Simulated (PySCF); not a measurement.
Run record for `[H]/N=C\C(=C)OC(F)F`: PBE0/def2-SVPD, full TDDFT, 6 singlets.

Method: TDDFT PBE0/def2-SVPD, vertical, gas phase, core orbitals frozen in the response (PySCF 2.14.0, density-fitted response routines). Geometry: GFN2-xTB. The command runs a driver script over a list of jobs; the input below is this job's line of settings and its coordinates in Å.

Command:
```bash
OMP_NUM_THREADS=1 python probes_run.py task.json out
```

Input:
```
{"job": {"kind": "uv", "xc": "PBE0", "basis": "def2-SVPD", "nstates": 6, "ntriplets": 0, "tda": false}, "charge": 0, "multiplicity": 1}
C     -0.160065    -1.459918     0.373555
C     -0.454453    -0.211419     0.022157
C     -1.834884     0.311436    -0.001478
N     -2.207217     1.461603    -0.333749
O      0.463514     0.756464    -0.354249
C      1.736023     0.385979    -0.603706
F      2.344170     1.408624    -1.216319
F      2.433815     0.158116     0.536809
H      0.840883    -1.850116     0.426478
H     -0.952697    -2.132860     0.643922
H     -2.595282    -0.397727     0.309154
H     -1.451821     2.087603    -0.612096
H      1.833626    -0.517298    -1.236939
```

Task: Predict the output.

Result: 
```
coarse grid: 11768 points
cycle   1  E = -484.0068929579  dE =  1.294e+00  |g| = 8.367e-01  |ddm| = 6.133e+00
cycle   2  E = -483.8619026730  dE =  1.450e-01  |g| = 1.234e+00  |ddm| = 3.632e+00
cycle   3  E = -484.1345659721  dE = -2.727e-01  |g| = 1.473e-01  |ddm| = 2.751e+00
cycle   4  E = -484.1386115083  dE = -4.046e-03  |g| = 6.934e-02  |ddm| = 4.788e-01
cycle   5  E = -484.1396641450  dE = -1.053e-03  |g| = 1.458e-02  |ddm| = 2.373e-01
cycle   6  E = -484.1397055656  dE = -4.142e-05  |g| = 4.363e-03  |ddm| = 4.481e-02
cycle   7  E = -484.1397087672  dE = -3.202e-06  |g| = 1.718e-03  |ddm| = 8.944e-03
final grid: 117104 points
cycle   8  E = -484.2085721570  dE = -4.853e-05  |g| = 8.427e-03  |ddm| = 1.559e-01
cycle   9  E = -484.2085640987  dE =  8.058e-06  |g| = 1.095e-02  |ddm| = 4.289e-02
cycle  10  E = -484.2085867667  dE = -2.267e-05  |g| = 8.677e-04  |ddm| = 1.935e-02
cycle  11  E = -484.2085869284  dE = -1.617e-07  |g| = 2.262e-04  |ddm| = 1.677e-03
cycle  12  E = -484.2085869353  dE = -6.946e-09  |g| = 1.582e-04  |ddm| = 7.638e-04
cycle  13  E = -484.2085869409  dE = -5.605e-09  |g| = 3.187e-05  |ddm| = 5.539e-04
cycle  14  E = -484.2085869411  dE = -1.843e-10  |g| = 1.167e-05  |ddm| = 9.117e-05
converged SCF energy = -484.2085869411

Static polarisability (au): isotropic 64.075, principal 43.965 66.224 82.035

Singlet excitations
state   eV       nm        f      main configurations
  1   4.5247    274.0   0.00291   H->L 0.88, H-1->L 0.10
  2   5.9926    206.9   0.31999   H-1->L 0.84, H->L 0.09
  3   7.3900    167.8   0.02596   H-1->L+1 0.78, H->L+1 0.17
  4   7.4194    167.1   0.10701   H-2->L 0.76, H->L+1 0.08
  5   7.5361    164.5   0.04772   H->L+1 0.55, H->L+4 0.17, H-1->L+1 0.13
  6   7.6718    161.6   0.01579   H->L+4 0.39, H->L+2 0.35
```

The SCF starts on a coarse grid where the log names one; the energy can jump when the final grid takes over, and dE then counts from the start density on the new grid. H and L stand for HOMO and LUMO; the number after each pair is its weight.

Task: How does the lowest singlet excitation compare with the HOMO–LUMO gap?

Result: HOMO -7.99 eV and LUMO -1.72 eV give a gap of 6.27 eV; S1 at 4.52 eV lies 1.75 eV below it.

Task: Give S1 in cm⁻¹ and kJ/mol.

Result: 4.5247 eV × 8065.54 = 36494 cm⁻¹; × 96.485 = 436.6 kJ/mol.

In short: SCF converged in 14 cycles with 209 basis and 745 fitting functions; HOMO -7.99 eV, LUMO -1.72 eV; lowest singlet 4.52 eV; mean polarisability 64.1 au.

Task: Estimate the wall time. Hardware: an Arm Neoverse V1 with one thread, shared host. And the peak memory of the process?

Result: About 33 s, with 0.88 GiB resident at the peak, the Python interpreter and its libraries included.

Conformer computed: `[H]/[N:4]=[CH:3]\[C:2](=[CH2:1])[O:5][CH:6]([F:7])[F:8]`: C1–C2–C3–N4 -179°, C1–C2–O5–C6 11°, C2–O5–C6–F7 167°.

One conformer stands for the species.
